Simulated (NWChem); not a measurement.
# C₂H₆BiF; SMILES [CH3][Bi]([CH3])[F]

Not confirmed as a minimum by frequencies. def2 effective core potentials on Bi; no spin-orbit coupling.

### Question
Give the equilibrium geometry at PBE0/def2-SVP with def2 effective core potentials on Bi (NWChem) as an XYZ file, with the point group.

### Answer
point group Cs; any orientation.
```
10

Bi    -0.0098    -0.0547     0.2709
F     -0.1025    -1.7737    -0.8480
C      1.7022     0.7775    -0.9540
H      2.6652     0.5552    -0.4743
H      1.5879     1.8637    -1.0821
H      1.6488     0.2754    -1.9304
C     -1.5582     0.9889    -1.0086
H     -2.5578     0.8911    -0.5635
H     -1.5352     0.4844    -1.9849
H     -1.3021     2.0517    -1.1276
```
